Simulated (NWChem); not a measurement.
System: K cation

Results from NWChem. Pople sets run with spherical d functions. Static field.

Task: Taking PBE/def2-TZVPD as the yardstick, which of these has the fewest basis functions while keeping “isotropic polarisability (bohr³)” within 5 % of it: PBE/6-31G*; PBE/def2-SVPD; PBE/def2-SVP; PBE/def2-TZVP; PBE/6-31+G*?

Result: PBE/def2-TZVP.
| level | basis functions | isotropic polarisability (bohr³) | relative time (rough) |
|---|---|---|---|
| PBE/6-31G* | 22 | 4.4 | 2 |
| PBE/def2-SVP | 24 | 4.9 | 1 |
| PBE/6-31+G* | 26 | 4.4 | 2 |
| PBE/def2-SVPD | 27 | 4.9 | 1 |
| PBE/def2-TZVP | 33 | 5.4 | 2 |
| PBE/def2-TZVPD | 36 | 5.4 | 2 |

The yardstick is one finite set, not the basis-set limit.
